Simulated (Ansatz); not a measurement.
`N#[C][GeH3]` → `N#[C][GeH2]`• + H• at 600 K and 1 bar (homolysis of the Ge–H bond).

Computed with Ansatz on PBE0-D4/def2-TZVP structures; ΔE is electronic, products minus reactants. CCSD(T)/CBS adds triple-zeta CCSD(T) − MP2 to the extrapolated MP2 energy (def2 sets, frozen cores). This one scheme is used for every species, atoms too. No spin–orbit coupling; open shells (•) take unrestricted orbitals. For Ge outer-core shells are correlated without core-valence functions, so the limit isn't a true one: a few kJ/mol of doubt a bond, and 10 to 20 or more in all where bonds break to atoms. Scalar relativity is left out up to krypton.

| species | CCSD(T)/CBS energy (Eh) | H − E (kJ/mol) | S (J/(mol·K)) |
| --- | --- | --- | --- |
| `N#[C][GeH3]` | -2170.64236 | 121.5 | 334.0 |
| `N#[C][GeH2]`• | -2169.99646 | 94.1 | 339.3 |
| H• | -0.50000 | 12.5 | 129.3 |

H − E and S are ideal-gas, rigid-rotor, harmonic terms from PBE0-D4/def2-TZVP, with the whole ground term of open shells counted as degenerate. 1 Eh = 2625.50 kJ/mol, R = 8.31446 J/(mol·K).

Problem. By hand: ΔE, ΔH, ΔS and ΔG.

Solution. ΔE = (-2169.99646) + (-0.50000) − (-2170.64236) = 0.14590 Eh = 383.1 kJ/mol. Δ(H − E) = 94.1 + 12.5 − 121.5 = -14.9, so ΔH = 368.2 kJ/mol. ΔS = 339.3 + 129.3 − 334.0 = 134.6 J/(mol·K). ΔG = 368.2 − 600 × (134.6)/1000 = 287.4 kJ/mol.

Problem. By hand: the equilibrium constant, and the temperature at which ΔG would vanish if ΔH and ΔS stayed fixed.

Solution. log₁₀ K = −ΔG/(RT ln 10) = -25.0. ΔG = 0 at ΔH/ΔS = 2736 K, far beyond where these terms or the molecules hold.

The number of gas molecules changes by +1, which sets the sign of ΔS. A doubt of 5 kJ/mol in ΔE shifts log₁₀ K by 0.4 here. These are equilibria of isolated gas molecules and say nothing of rates. Largest T1 diagnostic: 0.020 (customary marks: 0.02 for closed shells, 0.045 for open ones).
